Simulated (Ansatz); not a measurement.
The cluster TiS₂⁺. Total charge 1; doublet. Geometry PBE0-D4/def2-TZVP, that of the neutral singlet; atoms count from 1.

```xyz
3

Ti   -0.263   -0.642   -0.301
S     1.089    0.589   -1.259
S    -0.826    0.053    1.560
```

The charge 1 doublet is spin-contaminated (final ⟨S²⟩ up to 0.85, 0.75 for a pure state). The structure comes from a short search, and lower isomers may exist.

**Question.** Estimate the Mulliken populations from the PBE0/def2-TZVP orbitals of Ansatz.

**Answer.** 
| atom | charge (e) | spin (α − β) | d electrons |
| --- | --- | --- | --- |
| Ti1 | 1.10 | -0.45 | 2.51 |
| S2 | -0.05 | 0.73 | – |
| S3 | -0.05 | 0.73 | – |
Mulliken values and Mayer orders depend strongly on the basis.

**Question.** Where does the spin sit?

**Answer.** Summed by element: Ti -0.45, S 1.45, of 1 unpaired in all. Largest on single atoms: S3 0.73, S2 0.73, Ti1 -0.45.

**Question.** And the Mayer bond orders between bonded heavy atoms (over 0.3)?

**Answer.** Ti1–S2 2.03 (2.06 Å); Ti1–S3 2.02 (2.07 Å).
